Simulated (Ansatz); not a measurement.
`F[SiH2]B[SiH3]` at its PBE0-D4/def2-TZVP geometry, where that method's forces vanish. Total charge 0; spin multiplicity 1.

```xyz
10

F    -0.5777    1.0960    2.0541
Si    0.7068    1.1993    1.0930
B     0.6120   -0.0319   -0.4748
Si   -0.9223   -1.2503   -0.8945
H     0.8040    2.6158    0.6432
H     1.9038    0.8709    1.9180
H     1.5338    0.0328   -1.2384
H    -1.8669   -0.3780   -1.6590
H    -1.6316   -1.7458    0.3143
H    -0.5621   -2.4087   -1.7559
```

Problem. What forces (eV/Å) does B3LYP-D4/def2-TZVPP give on these atoms in the Gaussian-basis code of Ansatz? (An estimate is asked.)

Solution. Computed: 
```
F1  -0.158 -0.018  0.109
Si2  0.243  0.085 -0.094
B3   0.103  0.003 -0.073
Si4 -0.081 -0.046 -0.035
H5  -0.003 -0.074  0.031
H6  -0.066  0.024 -0.040
H7  -0.100 -0.007  0.082
H8   0.044 -0.058  0.042
H9   0.044  0.026 -0.078
H10 -0.027  0.066  0.055
```

B3LYP here is the variant with VWN-RPA as its local correlation; programs differ in this.
